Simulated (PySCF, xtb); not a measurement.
C4H5ClSi, SMILES C#C[SiH2]C(=C)Cl.

xtb 6.7.1 with GFN2-xTB at its own geometry gives an orbital gap of 4.21 eV and a dipole moment of 1.68 D.

Coordinates come from a PBE-D3(BJ)/def2-SVP optimisation. This is a generated structure with no PubChem entry under its InChIKey; it may be hypothetical. One conformer was computed; it need not be the lowest.

What does PBE/def2-TZVP (PySCF) give? (Estimate from the structure and the level; the computed values follow.)

gap 4.65 eV (levels -6.51 and -1.86 eV), dipole 1.82 D.
